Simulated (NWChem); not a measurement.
Species: C3H9Al; SMILES [CH3][Al]([CH3])[CH3]

Results from NWChem. Pople sets run with spherical d functions. Geometry: optimised at PBE-D3(BJ)/def2-SVP. Level B3LYP/6-31G*: single points from the atomic guess with DIIS by default; each run changes one setting, and all converged runs end within 0.3 mHa of each other.

Task: Which setting needs the most SCF iterations, or fails (level shift of 0.5 Ha throughout; DIIS on 3 Fock matrices; no DIIS, 40 % damping; defaults; DIIS on 20 Fock matrices)?

Result: no DIIS, 40 % damping, with 14 against 6 for the defaults.
| setting | SCF iterations |
|---|---|
| defaults | 6 |
| no DIIS, 40 % damping | 14 |
| DIIS on 3 Fock matrices | 6 |
| DIIS on 20 Fock matrices | 6 |
| level shift of 0.5 Ha throughout | 9 |
